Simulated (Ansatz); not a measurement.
The first iterations of a band of AlFH3OSi (7 atoms, charge 0, multiplicity 2).

Level of theory: UHF/def2-SVP in Ansatz.

- movable images: 5
- climbing image: yes
- spring: 5.0 eV/Å²
- optimiser: quadratic models (default)
- start path: straight line
- force threshold: 0.03 eV/Å
- iteration limit: 60
- end points: relaxed

Initial state:

```xyz
7
Properties=species:S:1:pos:R:3
F 0.598 -2.948 1.322
Al -0.608 -2.095 0.578
O -0.286 -0.520 0.088
Si 0.020 1.013 -0.395
H -0.641 1.280 -1.693
H -0.498 1.974 0.606
H 1.477 1.227 -0.552
```

Final state:

```xyz
7
Properties=species:S:1:pos:R:3
F -0.172 -2.704 1.845
Al -0.126 -2.243 0.257
O -0.027 -0.603 -0.095
Si 0.073 0.996 -0.431
H -0.883 1.350 -1.505
H -0.244 1.801 0.770
H 1.441 1.334 -0.886
```

| iteration | highest image above the first end (eV) | largest band force component (eV/Å) |
| --- | --- | --- |
| 1 | 0.944 | 8.870 |
| 2 | 0.298 | 4.324 |

Does the band converge within its limit, and where does its top end?

The forces met the threshold. It ended after 7 iterations with the highest image 0.000 eV above the first end. The highest image is an end point: on this band no image between the ends rises above it.

Run time: 48 s on 1 thread of Arm Neoverse V2, with other jobs on the host, peak memory 0.26 GiB.
